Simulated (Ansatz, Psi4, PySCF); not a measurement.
selenium hexafluoride (F6Se), singlet, geometry from GFN2-xTB. Base run: BLYP/STO-3G in PySCF.

Input for PySCF:
```python
from pyscf import gto, scf, dft

mol = gto.M(
    atom='''
F     0.97227429   -1.31989934   -0.49748921
Se   -0.00000000    0.00000000    0.00000000
F     1.22973411    1.08914258   -0.48628133
F    -1.22973411   -1.08914258    0.48628133
F    -0.69092966    0.08112488   -1.56556125
F     0.69092966   -0.08112488    1.56556125
F    -0.97227429    1.31989934    0.49748921
''',
    basis='sto-3g',
    verbose=4,
)

mf = dft.RKS(mol)
mf.xc = 'blyp'
mf.kernel()
```

The same geometry, method and basis name were run in Ansatz (a first-principles code) and Psi4 and PySCF, at each program's defaults and at the settings that a row names. The base is PySCF at its defaults. Differences at the defaults can come from grids, fitting, cores and function types together.

| code and settings | ΔE vs base (mEh) | basis functions | E (Eh) | SCF cycles |
|---|---|---|---|---|
| PySCF, defaults (exact integrals, its default grid, spherical functions) | 0.000 | 48 | -2964.57226 | 8 |
| Psi4, defaults (density fitting with its default set, its default grid, spherical functions) | -4.264 | 48 | -2964.57652 | 7 |
| Ansatz, defaults (factorised integrals, its default grid, spherical functions) | 0.020 | 48 | -2964.57224 | - |
| PySCF, density fitting with def2-universal-jkfit | -4.305 | 48 | -2964.57657 | 8 |
| PySCF, fine grid | 0.026 | 48 | -2964.57224 | 6 |
| Psi4, exact integrals, spherical functions, fine grid | 0.024 | 48 | -2964.57224 | 8 |
| Ansatz, high accuracy | 0.020 | 48 | -2964.57224 | - |
